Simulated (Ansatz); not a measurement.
Reaction (SMILES): [NH]B(N)Cl → [NH-]B(N)Cl (an electron is taken up)
Structures are relaxed separately at B3LYP-D3(BJ)/def2-TZVP in Ansatz (a program for electronic structure), one conformer each, not searched for the lowest.

Wanted: adiabatic electron affinity (electronic energy difference), positive where the reaction releases energy, in eV. Cores are frozen in the correlated levels unless marked. Open shells are spin-unrestricted. No spin-orbit coupling. Non-relativistic unless marked X2C. Anions need diffuse functions: aug- sets have them; def2-D sets add few; the other sets have none. Basis-set limits of correlation are two-point, X^-3; Hartree-Fock from the larger set. The bracket is a focal-point correction in the basis named.

```tsv
level	program	adiabatic electron affinity (eV)
HF/aug-cc-pV(Q+d)Z	Ansatz	0.74
```

Q: Predict the RI-MP2/CBS(aug-cc-pV(T+d)Z,aug-cc-pV(Q+d)Z)+[CCSD(T)-MP2]/aug-cc-pV(T+d)Z result (Ansatz).

A: 2.50 eV, so HF/aug-cc-pV(Q+d)Z differs from it by -1.76 eV.
